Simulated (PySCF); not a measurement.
ClK, SMILES [Cl][K] (connectivity only; charge and spin as stated), charge -1, multiplicity 2.

Geometry optimised at r2SCAN-D4/def2-TZVPD. The multiplicity is an assumed one; other spin states were not compared.

Two levels are set side by side: PBE/def2-TZVPD (PySCF) and ωB97X/def2-TZVPD (PySCF). Same geometry, gas phase. Differences are taken from unrounded values.

```json
[
 {"quantity": "α-spin orbital gap (eV)", "ωB97X": "3.56"},
 {"quantity": "β-spin orbital gap (eV)", "ωB97X": "10.35"}
]
```

Problem. What does PBE give, and how far is it from ωB97X? (The exact figures need the calculation; the answer reports its results.)

Solution. 
```tsv
quantity	PBE	PBE minus ωB97X
α-spin orbital gap (eV)	0.98	-2.57
β-spin orbital gap (eV)	3.35	-7.00
```

Rough cost on one machine, each run with all the roots and properties that it gave: ωB97X against PBE within a factor of 2.
